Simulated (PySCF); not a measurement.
A calculated (revPBE, PySCF 2.14, aug-cc-pwCVTZ-X2C with one added diffuse shell each of s, p, d, f type, scalar relativity by spin-free X2C-1e) atom or ion has these occupied shells.

| shell | electrons | orbital energy (eV) | rms radius, mean of both spins (bohr) |
| --- | --- | --- | --- |
| 1s β | 1 | -35725.3 | 0.0298 |
| 1s α | 1 | -35725.3 | 0.0298 |
| 2s α | 1 | -5605.2 | 0.121 |
| 2s β | 1 | -5605.2 | 0.121 |
| 2p α | 3 | -5032.7 | 0.108 |
| 2p β | 3 | -5032.7 | 0.108 |
| 3s α | 1 | -1166.1 | 0.319 |
| 3s β | 1 | -1166.1 | 0.319 |
| 3p α | 3 | -981.31 | 0.319 |
| 3p β | 3 | -981.31 | 0.319 |
| 3d α | 5 | -707.96 | 0.297 |
| 3d β | 5 | -707.96 | 0.297 |
| 4s α | 1 | -220.23 | 0.738 |
| 4s β | 1 | -220.22 | 0.738 |
| 4p α | 3 | -161.01 | 0.788 |
| 4p β | 3 | -161.01 | 0.788 |
| 4d α | 5 | -74.329 | 0.903 |
| 4d β | 5 | -74.327 | 0.903 |
| 5s α | 1 | -26.699 | 1.85 |
| 5s β | 1 | -26.634 | 1.85 |
| 5p α | 3 | -13.595 | 2.23 |
| 5p β | 3 | -13.475 | 2.23 |
| 5d α | 1 | -0.965 | 7.12 |

Task: Name the element and its charge.

Result: Cs (caesium, neutral), in [Xe] 5d1, 2D determinant (an excited configuration).
